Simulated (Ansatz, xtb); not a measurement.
**F3H3SiSn: 4 structures ranked**

4 gas-phase structures of F3H3SiSn, found in a search over its isomers (lower ones may exist). Each was relaxed with GFN2-xTB:

A. `F[SiH2][SnH]([F])[F]`, a singlet
B. `F[Si](F)(F)[SnH3]`, a singlet
C. `[F][Sn]([F])([F])[SiH3]`, a singlet
D. `[F][SnH2][SiH](F)F`, a singlet

Question: Estimate their order in r2SCAN-D4/def2-SVP energy at these geometries, lowest first.

Answer: Calculated order at r2SCAN-D4/def2-SVP: B (0.0), D (25.4), A (45.8), C (63.5) kcal/mol.

Energies above the lowest of each column, in kcal/mol; the last columns are at PBE0-D3(BJ)/def2-SVP geometries and were run for some of them only (a dash: not run or not comparable):

```tsv
structure	GFN2-xTB	HF/STO-3G	r2SCAN-D4/def2-SVP	PBE0-D3(BJ)/def2-SVP	CCSD(T)/def2-SVP + ΔMP2/def2-TZVPP
B	0.0	0.0	0.0	0.0	0.0
D	18.0	24.7	25.4	26.9	29.5
A	29.5	54.7	45.8	45.0	49.8
C	39.3	73.0	63.5	–	–
```

Every level run on B puts it lowest or level with the lowest. Some further structures that were screened fall inside this span and aren't listed. Flexible structures stand in one conformer each, not always the lowest. Frequencies (PBE0-D3(BJ)/def2-SVP) were run for A, B, D alone. The ΔMP2 step shifts differences by up to 6.7 kcal/mol, which makes them less sure. Atoms past krypton carry core potentials in the def2 sets, without spin–orbit terms. ΔMP2 is the change of the MP2 energy from the smaller to the larger basis.

Over these structures GFN2-xTB departs from r2SCAN-D4/def2-SVP by 8.3 kcal/mol on average once a common shift is removed. A GFN2-xTB relaxation took about 0.098 s and the r2SCAN-D4/def2-SVP energy about 2 s on a shared host (Ansatz 0.2.0, xtb 6.7.1).
